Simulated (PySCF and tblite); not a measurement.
Conformer ensemble of C5H9FO, numbered as in [F:1][C@H:2]1[CH2:3][CH2:4][CH2:5][CH2:6][O:7]1

Level: PBE0-D3(BJ)/def2-TZVP//PBE0-D3(BJ)/def2-SVP, thermal terms from GFN2-xTB, symmetry numbers and mirror pairs counted. Conformers within 4 kcal/mol (GFN2-xTB free energy) were kept, 7 at most. GIAO shieldings: PBE0/pcSseg-1. Couplings: B3LYP/pcSseg-1 with pcJ-1 on H, F (gas phase; spin-dipole term only for pairs with B, N, F, Si or P). Couplings are for ¹⁹F, ¹H. Shifts are against TMS (¹H), TMS (¹³C), CFCl3 (¹⁹F) at the same level; of two unlike H on one atom, a is the less shielded. Run with PySCF (density fitting) and tblite.

The 6-ring runs over atoms 2–3–4–5–6–7.

```tsv
conformer	shape	symmetry	E(GFN2) kcal/mol	E(DFT) kcal/mol	G(298.15 K) kcal/mol	weight %	dipole D
1	6-ring chair (F1 axial)	C1	0.00	0.00	0.00	97.0	1.97
2	6-ring chair (all substituents equatorial)	C1	3.74	2.29	2.12	2.7	3.01
3	6-ring twist-boat (ring torsions -61, 29, 32, -69, 35, 29°)	C1	3.70	3.98	3.79	0.2	2.44
4	6-ring twist-boat (ring torsions 26, 29, -60, 29, 31, -61°)	C1	4.18	4.28	3.99	0.1	2.31
5	6-ring twist-boat (ring torsions -30, 62, -35, -26, 61, -29°)	C1	3.92	4.79	4.45	0.1	1.91
```

Weights (%) against temperature:

```
 T (K)     1    2    3    4    5  S(mix) cal/mol/K
   180  99.7  0.2  0.0  0.0  0.0              0.04
   230  99.0  0.9  0.0  0.0  0.0              0.11
298.15  97.0  2.7  0.2  0.1  0.1              0.30
   330  95.6  3.8  0.3  0.2  0.1              0.41
   400  91.7  6.5  0.8  0.7  0.4              0.69
```

Averaged shifts at 298.15 K. ¹H: 5.42 (H2, 1H), 3.98 (H6a, 1H), 3.56 (H6b, 1H), 1.83 (H4a, 1H), 1.58 (H3a, 1H), 1.58 (H5a, 1H), 1.42 (H4b, 1H), 1.39 (H3b, 1H), 1.23 (H5b, 1H) ppm. ¹³C: 107.2 (C2), 61.6 (C6), 31.9 (C3), 27.0 (C5), 19.4 (C4) ppm. ¹⁹F: -159.7 (F1) ppm.

Averaged couplings (Hz): ²J(F1,H2) 58.5, ³J(F1,H3b) 35.2, ³J(F1,H3a) 4.0, ⁴J(F1,H4b) -0.8, ⁴J(F1,H4a) 0.6, ⁵J(F1,H5a) 1.5, ⁴J(F1,H6a) 0.9, ³J(H2,H3b) 2.7, ³J(H2,H3a) 2.2, ⁴J(H2,H4b) 0.7, ⁴J(H2,H4a) -0.8, ⁵J(H2,H5b) 1.0, ⁴J(H2,H6b) -0.8, ⁴J(H2,H6a) -1.1, ²J(H3b,H3a) -14.9, ³J(H3b,H4b) 5.1, ³J(H3b,H4a) 14.6, ⁴J(H3b,H5b) -0.7, ³J(H3a,H4b) 3.2, ³J(H3a,H4a) 4.5, ⁴J(H3a,H5a) -0.6, ⁴J(H3a,H5b) 1.4, ²J(H4b,H4a) -14.8, ³J(H4b,H5a) 4.3, ³J(H4b,H5b) 3.5, ⁴J(H4b,H6b) 1.6, ⁴J(H4b,H6a) -0.7, ³J(H4a,H5a) 14.3, ³J(H4a,H5b) 4.3, ⁴J(H4a,H6b) -0.6, ²J(H5a,H5b) -14.8, ³J(H5a,H6b) 5.5, ³J(H5a,H6a) 13.8, ³J(H5b,H6b) 1.9, ³J(H5b,H6a) 3.0, ²J(H6b,H6a) -13.0. Computed couplings to fluorine can be off by tens of per cent at such levels.

Coordinates of conformer 1 (Å):

```xyz
16

F     1.194    1.767    0.595
C     1.094    0.933   -0.505
C     1.273   -0.498   -0.030
C     0.085   -0.934    0.819
C    -1.212   -0.653    0.067
C    -1.250    0.797   -0.380
O    -0.104    1.146   -1.141
H     1.879    1.237   -1.216
H     1.358   -1.135   -0.926
H     2.222   -0.576    0.521
H     0.168   -2.000    1.083
H     0.093   -0.369    1.766
H    -1.278   -1.305   -0.821
H    -2.092   -0.868    0.694
H    -2.112    0.998   -1.032
H    -1.326    1.467    0.495
```

Coordinates of conformer 2 (Å):

```xyz
16

F    -2.437    0.758   -1.093
C    -1.340    0.608   -0.311
C    -1.050   -0.861   -0.085
C     0.258   -1.019    0.684
C     1.368   -0.230   -0.003
C     0.912    1.200   -0.249
O    -0.296    1.238   -0.971
H    -1.539    1.124    0.656
H    -1.895   -1.327    0.445
H    -0.977   -1.329   -1.080
H     0.125   -0.640    1.714
H     0.525   -2.082    0.778
H     2.290   -0.230    0.600
H     1.611   -0.695   -0.973
H     0.791    1.729    0.720
H     1.646    1.764   -0.843
```

Unscaled ¹⁹F shifts at such levels can be off by tens of ppm; differences between conformers or isomers are more reliable. Shifts are unscaled: against experiment ¹³C can be off by 15 ppm or more and ¹H by 0.8 ppm.

Search and properties took 6.2 min on 1 thread of Arm Neoverse V2 (shared host) (rough), launched as `OMP_NUM_THREADS=1 python ens_run.py task.json out`.
